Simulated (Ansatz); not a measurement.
`[F][GeH2][AlH2]` + H₂ → `[F][GeH3]` + `[AlH3]` at 400 K and 1 bar (hydrogenolysis of a Ge–Al bond).

Gas-phase electronic energies from Ansatz, PBE0-D4/def2-TZVP geometries. CCSD(T)/CBS adds triple-zeta CCSD(T) − MP2 to the extrapolated MP2 energy (def2 sets, frozen cores). This one scheme is used for every species. For Ge outer-core shells are correlated without core-valence functions, which leaves a few kJ/mol of doubt a bond. Scalar relativity is left out up to krypton.

```
          species  CCSD(T)/CBS energy (Eh)  H − E (kJ/mol)  S (J/(mol·K))
`[F][GeH2][AlH2]`              -2420.33314           109.8          357.9
               H₂                 -1.17544            38.0          139.0
      `[F][GeH3]`              -2177.72589            83.9          268.6
         `[AlH3]`               -243.78045            63.6          220.9
```

H − E and S are ideal-gas, rigid-rotor, harmonic terms from PBE0-D4/def2-TZVP. The MP2-based limit puts H₂ 0.8 mEh under its directly extrapolated value; such offsets cancel only in part. 1 Eh = 2625.50 kJ/mol, R = 8.31446 J/(mol·K).

Problem. By hand: ΔE, ΔH, ΔS and ΔG.

Solution. ΔE = (-2177.72589) + (-243.78045) − (-2420.33314) − (-1.17544) = 0.00224 Eh = 5.9 kJ/mol. Δ(H − E) = 83.9 + 63.6 − 109.8 − 38.0 = -0.3, so ΔH = 5.6 kJ/mol. ΔS = 268.6 + 220.9 − 357.9 − 139.0 = -7.4 J/(mol·K). ΔG = 5.6 − 400 × (-7.4)/1000 = 8.6 kJ/mol.

Problem. By hand: the equilibrium constant, and the temperature at which ΔG would vanish if ΔH and ΔS stayed fixed.

Solution. log₁₀ K = −ΔG/(RT ln 10) = -1.1. ΔH and −TΔS have one sign here, so there is no such temperature. One of them is within its doubt of zero, so this could turn.

TΔS isn't small against ΔH here. A doubt of 5 kJ/mol in ΔE shifts log₁₀ K by 0.7 here. These are equilibria of isolated gas molecules and say nothing of rates. Largest T1 diagnostic: 0.012 (customary marks: 0.02 for closed shells, 0.045 for open ones).
